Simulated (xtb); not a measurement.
xtb job for C2H6N, SMILES [NH+](=C)C, charge +1, GFN2-xTB. 

```
$ xtb mol.xyz --gfn 2 --sp --chrg 1 --uhf 0 --json
$ cat mol.xyz
9

C     -0.22157921     1.21959175     0.00000000
N      0.40674507     0.12271833    -0.00000000
C     -0.17100045    -1.18277607     0.00000000
H     -1.30644309     1.23308542    -0.00000000
H      0.29976395     2.16845651    -0.00000000
H      1.43160342     0.12809316     0.00000000
H      0.17098564    -1.73672502     0.87763067
H     -1.25863310    -1.13610738    -0.00000000
H      0.17098564    -1.73672503    -0.87763066
```

Log of the run:

```
[banner left out]
          |                Calculation Setup                |
           -------------------------------------------------



           -------------------------------------------------
          |                 G F N 2 - x T B                 |
           -------------------------------------------------

        Reference                      10.1021/acs.jctc.8b01176
      * Hamiltonian:
        H0-scaling (s, p, d)           1.850000    2.230000    2.230000
        zeta-weighting                 0.500000
      * Dispersion:
        s8                             2.700000
        a1                             0.520000
        a2                             5.000000
        s9                             5.000000
      * Repulsion:
        kExp                           1.500000    1.000000
        rExp                           1.000000
      * Coulomb:
        alpha                          2.000000
        third order                    shell-resolved
        anisotropic                    true
        a3                             3.000000
        a5                             4.000000
        cn-shift                       1.200000
        cn-exp                         4.000000
        max-rad                        5.000000


          ...................................................
          :                      SETUP                      :
          :.................................................:
          :  # basis functions                  18          :
          :  # atomic orbitals                  18          :
          :  # shells                           12          :
          :  # electrons                        18          :
          :  max. iterations                   250          :
          :  Hamiltonian                  GFN2-xTB          :
          :  restarted?                      false          :
          :  GBSA solvation                  false          :
          :  PC potential                    false          :
          :  electronic temp.          300.0000000     K    :
          :  accuracy                    1.0000000          :
          :  -> integral cutoff          0.2500000E+02      :
          :  -> integral neglect         0.1000000E-07      :
          :  -> SCF convergence          0.1000000E-05 Eh   :
          :  -> wf. convergence          0.1000000E-03 e    :
          :  Broyden damping             0.4000000          :
          :  net charge                          1          :
          :  unpaired electrons                  0          :
          ...................................................

 iter      E             dE          RMSdq      gap      omega  full diag
   1     -9.8568986 -0.985690E+01  0.515E+00    5.59       0.0  T
   2     -9.9320692 -0.751706E-01  0.405E+00    5.05       1.0  T
   3     -9.9508481 -0.187789E-01  0.224E+00    4.48       1.0  T
   4     -9.9498841  0.964007E-03  0.789E-01    4.44       1.0  T
   5     -9.9514713 -0.158719E-02  0.984E-02    4.29       1.0  T
   6     -9.9514853 -0.139791E-04  0.578E-02    4.33       1.0  T
   7     -9.9514887 -0.338267E-05  0.183E-02    4.32       1.8  T
   8     -9.9514904 -0.176925E-05  0.618E-03    4.33       5.4  T
   9     -9.9514906 -0.177249E-06  0.488E-04    4.33      68.3  T
  10     -9.9514906 -0.838027E-09  0.106E-04    4.33     314.1  T

   *** convergence criteria satisfied after 10 iterations ***

         #    Occupation            Energy/Eh            Energy/eV
      -------------------------------------------------------------
         1        2.0000           -0.9259037             -25.1951
       ...           ...                  ...                  ...
         3        2.0000           -0.8365104             -22.7626
         4        2.0000           -0.7846739             -21.3521
         5        2.0000           -0.7833070             -21.3149
         6        2.0000           -0.7575497             -20.6140
         7        2.0000           -0.7023671             -19.1124
         8        2.0000           -0.6858881             -18.6640
         9        2.0000           -0.6778296             -18.4447 (HOMO)
        10                         -0.5188105             -14.1176 (LUMO)
        11                         -0.2084298              -5.6717
        12                         -0.1416850              -3.8554
        13                         -0.0829046              -2.2559
        14                         -0.0344453              -0.9373
       ...                                ...                  ...
        18                          0.2891534               7.8683
      -------------------------------------------------------------
                  HL-Gap            0.1590191 Eh            4.3271 eV
             Fermi-level           -0.5983201 Eh          -16.2811 eV

 SCC (total)                   0 d,  0 h,  0 min,  0.007 sec
 SCC setup                      ...        0 min,  0.000 sec (  3.155%)
 Dispersion                     ...        0 min,  0.000 sec (  1.438%)
 classical contributions        ...        0 min,  0.000 sec (  0.728%)
 integral evaluation            ...        0 min,  0.001 sec ( 12.284%)
 iterations                     ...        0 min,  0.004 sec ( 54.359%)
 molecular gradient             ...        0 min,  0.002 sec ( 23.199%)
 printout                       ...        0 min,  0.000 sec (  4.431%)

         :::::::::::::::::::::::::::::::::::::::::::::::::::::
         ::                     SUMMARY                     ::
         :::::::::::::::::::::::::::::::::::::::::::::::::::::
         :: total energy              -9.792064263675 Eh    ::
         :: gradient norm              0.000089950489 Eh/a0 ::
         :: HOMO-LUMO gap              4.327129326634 eV    ::
         ::.................................................::
         :: SCC energy                -9.951490124931 Eh    ::
         :: -> isotropic ES            0.111891829110 Eh    ::
         :: -> anisotropic ES         -0.017403666461 Eh    ::
         :: -> anisotropic XC          0.014081886661 Eh    ::
         :: -> dispersion             -0.002289152309 Eh    ::
         :: repulsion energy           0.159425861255 Eh    ::
         :: add. restraining           0.000000000000 Eh    ::
         :: total charge               1.000000000000 e     ::
         :::::::::::::::::::::::::::::::::::::::::::::::::::::

           -------------------------------------------------
          |                Property Printout                |
           -------------------------------------------------

    * Orbital Energies and Occupations

         #    Occupation            Energy/Eh            Energy/eV
      -------------------------------------------------------------
         1        2.0000           -0.9259037             -25.1951
         2        2.0000           -0.8758668             -23.8335
         3        2.0000           -0.8365104             -22.7626
         4        2.0000           -0.7846739             -21.3521
         5        2.0000           -0.7833070             -21.3149
         6        2.0000           -0.7575497             -20.6140
         7        2.0000           -0.7023671             -19.1124
         8        2.0000           -0.6858881             -18.6640
         9        2.0000           -0.6778296             -18.4447 (HOMO)
        10                         -0.5188105             -14.1176 (LUMO)
        11                         -0.2084298              -5.6717
        12                         -0.1416850              -3.8554
        13                         -0.0829046              -2.2559
        14                         -0.0344453              -0.9373
Note: The following floating-point exceptions are signalling: IEEE_UNDERFLOW_FLAG IEEE_DENORMAL
normal termination of xtb
        15                         -0.0025312              -0.0689
        16                          0.0034688               0.0944
        17                          0.1358130               3.6957
        18                          0.2891534               7.8683
      -------------------------------------------------------------
                  HL-Gap            0.1590191 Eh            4.3271 eV
             Fermi-level           -0.5983201 Eh          -16.2811 eV

     #   Z          covCN         q      C6AA      α(0)
     1   6 C        2.777     0.019    27.559     8.598
     2   7 N        2.678     0.086    19.763     6.602
     3   6 C        3.697    -0.108    22.748     6.822
     4   1 H        0.925     0.167     1.280     1.769
     5   1 H        0.925     0.163     1.308     1.788
     6   1 H        0.859     0.255     0.866     1.458
     7   1 H        0.924     0.145     1.426     1.868
     8   1 H        0.925     0.129     1.546     1.944
     9   1 H        0.924     0.145     1.426     1.868

 Mol. C6AA /au·bohr⁶  :        452.408618
 Mol. C8AA /au·bohr⁸  :       9680.406848
 Mol. α(0) /au        :         32.718197


Wiberg/Mayer (AO) data.
largest (>0.10) Wiberg bond orders for each atom

 ---------------------------------------------------------------------------
     #   Z sym  total        # sym  WBO       # sym  WBO       # sym  WBO
 ---------------------------------------------------------------------------
     1   6 C    3.871 --     2 N    1.844     5 H    0.948     4 H    0.942
     2   7 N    3.767 --     1 C    1.844     3 C    1.016     6 H    0.898
     3   6 C    3.914 --     2 N    1.016     8 H    0.968     9 H    0.930
                             7 H    0.930
     4   1 H    0.972 --     1 C    0.942
     5   1 H    0.973 --     1 C    0.948
     6   1 H    0.935 --     2 N    0.898
     7   1 H    0.979 --     3 C    0.930
     8   1 H    0.983 --     3 C    0.968
     9   1 H    0.979 --     3 C    0.930
 ---------------------------------------------------------------------------

Topologies differ in total number of bonds
Writing topology from bond orders to xtbtopo.mol

molecular dipole:
                 x           y           z       tot (Debye)
 q only:        0.248       0.198       0.000
   full:        0.370       0.288       0.000       1.193
molecular quadrupole (traceless):
                xx          xy          yy          xz          yz          zz
 q only:       -0.133      -0.225       4.673       0.000      -0.000      -4.540
  q+dip:        1.357      -0.415       3.890       0.000       0.000      -5.247
   full:        0.549      -0.250       3.821       0.000      -0.000      -4.370


           -------------------------------------------------
          | TOTAL ENERGY               -9.792064263675 Eh   |
          | GRADIENT NORM               0.000089950489 Eh/α |
          | HOMO-LUMO GAP               4.327129326634 eV   |
           -------------------------------------------------

------------------------------------------------------------------------
------------------------------------------------------------------------
 total:
 SCF:
```

The calculation finished and met its thresholds.
